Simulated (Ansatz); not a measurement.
Reaction (ligand exchange at the Si–S bond): `F[Si](F)(F)S[Si](F)(F)F` + CH₃OH → `CO[Si](F)(F)F` + `F[Si](F)(F)S`

Computed with Ansatz on PBE0-D4/def2-TZVP structures; ΔE is electronic, products minus reactants. CCSD(T)/CBS is the MP2 limit (def2-TZVPP, def2-QZVPP) plus CCSD(T) − MP2 in def2-TZVPP, frozen cores. This one scheme is used for every species. DFT in def2-TZVPP. Each species was taken in one conformer, which may not be the lowest.

`F[Si](F)(F)S[Si](F)(F)F`:

Z-matrix (Å, degrees):
```
Si
F 1 1.570
F 1 1.568 2 109.3
F 1 1.568 2 107.9 3 -117.3
S 1 2.103 2 111.8 3 118.7
Si 5 2.103 1 98.4 2 38.8
F 6 1.568 5 112.4 1 -82.7
F 6 1.568 5 107.3 1 158.6
F 6 1.570 5 111.8 1 38.7
```

CH₃OH:

```xyz
6

C    -0.046    0.351   -0.036
O     0.629   -0.842    0.291
H     0.633    1.174    0.190
H    -0.960    0.491    0.555
H    -0.305    0.407   -1.101
H     0.049   -1.582    0.101
```

`CO[Si](F)(F)F`:

Z-matrix (Å, degrees):
```
C
O 1 1.417
H 1 1.093 2 110.9
H 1 1.093 2 110.9 3 -121.7
H 1 1.089 2 107.6 3 119.1
Si 2 1.596 1 127.0 3 61.4
F 6 1.566 2 108.3 1 179.8
F 6 1.574 2 112.2 1 -60.3
F 6 1.574 2 112.2 1 59.8
```

`F[Si](F)(F)S`:

Cartesian coordinates in Å:
```
F -1.462 0.422 -1.193
Si -0.335 0.318 -0.103
F -1.005 0.391 1.320
F 0.588 1.587 -0.215
S 0.696 -1.470 -0.425
H 1.518 -1.248 0.616
```

```json
{"level": "revPBE-D4", "ΔE (kJ/mol)": "-43.2"}
{"level": "B2PLYP", "ΔE (kJ/mol)": "-71.7"}
{"level": "r2SCAN0", "ΔE (kJ/mol)": "-66.1"}
{"level": "CCSD(T)/def2-SVP", "ΔE (kJ/mol)": "-69.9"}
```

Task: What does CCSD(T)/CBS give? (An estimate is asked.)

Result: The calculation gave: -66.0 kJ/mol. The listed levels differ from it by 22.8, -5.7, -0.1, -3.9 kJ/mol.

Largest T1 diagnostic among the species: 0.012.

In def2-TZVPP, CCSD(T) changes the Hartree–Fock value by +20.2 kJ/mol (the triples alone add +4.3 kJ/mol) and MP2 by +23.8 kJ/mol. Leaving LDA and LC-ωPBE aside and taking each functional with its dispersion term where it has one, the values spread over 28.5 kJ/mol, from B2PLYP to revPBE-D4. LDA lies −4.7 kJ/mol from PBE without D4. At CCSD(T), def2-SVP lies −3.9 kJ/mol from the extrapolated value and def2-TZVPP −4.0 kJ/mol.
